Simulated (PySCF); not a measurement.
Run record: excited-state job, methylgermylbromide (`[CH3][GeH2][Br]`).

Computed with TDDFT PBE0/def2-SVPD, vertical, gas phase, core orbitals frozen in the response (PySCF 2.14.0, density-fitted response routines). Geometry: GFN2-xTB. A driver script takes a list of jobs; this job's settings line and coordinates (Å) are shown.

Input:
```
{"job": {"kind": "uv", "xc": "PBE0", "basis": "def2-SVPD", "nstates": 8, "ntriplets": 3}, "charge": 0, "multiplicity": 1}
C     -1.067785     0.210341     0.049764
Ge     0.808587    -0.354865    -0.125442
Br     2.134958     1.339519     0.622428
H     -1.298968     0.438628     1.088791
H     -1.740660    -0.571964    -0.289501
H     -1.250343     1.104989    -0.543057
H      1.175465    -1.551445     0.721885
H      1.247803    -0.605791    -1.549433
```

Output:
```
coarse grid: 32288 points
cycle   1  E = -4691.0703607431  dE = -1.622e+00  |g| = 4.739e-01  |ddm| = 3.161e+00
cycle   2  E = -4691.0546579629  dE =  1.570e-02  |g| = 5.600e-01  |ddm| = 9.758e-01
cycle   3  E = -4691.1084840568  dE = -5.383e-02  |g| = 3.273e-02  |ddm| = 5.690e-01
cycle   4  E = -4691.1086326661  dE = -1.486e-04  |g| = 5.350e-03  |ddm| = 3.937e-02
cycle   5  E = -4691.1086374751  dE = -4.809e-06  |g| = 2.018e-03  |ddm| = 1.061e-02
final grid: 64184 points
cycle   6  E = -4691.1086293120  dE =  3.099e-08  |g| = 2.074e-03  |ddm| = 5.937e-03
cycle   7  E = -4691.1086290008  dE =  3.112e-07  |g| = 2.392e-03  |ddm| = 6.067e-03
cycle   8  E = -4691.1086306047  dE = -1.604e-06  |g| = 2.835e-04  |ddm| = 3.214e-03
cycle   9  E = -4691.1086306128  dE = -8.034e-09  |g| = 2.029e-05  |ddm| = 1.864e-04
cycle  10  E = -4691.1086306128  dE = -6.185e-11  |g| = 2.321e-06  |ddm| = 1.907e-05
converged SCF energy = -4691.1086306128

Static polarisability (au): isotropic 65.262, principal 55.969 62.986 76.832

Singlet excitations
state   eV       nm        f      main configurations
  1   6.3996    193.7   0.01801   H-1->L 0.97
  2   6.4208    193.1   0.01782   H->L 0.97
  3   7.3474    168.7   0.00325   H-1->L+1 0.92
  4   7.3721    168.2   0.03057   H->L+1 0.88, H->L+2 0.09
  5   7.5765    163.6   0.00013   H-1->L+2 0.92
  6   7.6632    161.8   0.03258   H->L+2 0.85
  7   8.2329    150.6   0.00061   H-3->L 0.43, H-2->L 0.41, H->L+3 0.12
  8   8.3455    148.6   0.00100   H-1->L+3 0.38, H->L+4 0.34, H-4->L 0.21

Triplet excitations (Tamm-Dancoff, eV): 5.9585 5.9883 7.1259
```

The SCF starts on a coarse grid where the log names one; the energy can jump when the final grid takes over, and dE then counts from the start density on the new grid. H and L stand for HOMO and LUMO; the number after each pair is its weight.

How does the lowest singlet excitation compare with the HOMO–LUMO gap?

HOMO -8.10 eV and LUMO -0.30 eV give a gap of 7.80 eV; S1 at 6.40 eV lies 1.40 eV below it.

Give S1 in cm⁻¹ and kJ/mol.

6.3996 eV × 8065.54 = 51616 cm⁻¹; × 96.485 = 617.5 kJ/mol.

In short: HOMO -8.10 eV, LUMO -0.30 eV; lowest singlet 6.40 eV; lowest triplet 5.96 eV (Tamm–Dancoff); mean polarisability 65.3 au.

 The PBE0/def2-SVPD calculation is non-relativistic and has no spin–orbit coupling, an omission that weighs most on bromine and germanium.

On an x86-64 server with one thread, no GPU, shared host, this took 11 s.
Labels such as C1 count atoms from 1, the log's own numbers from 0.
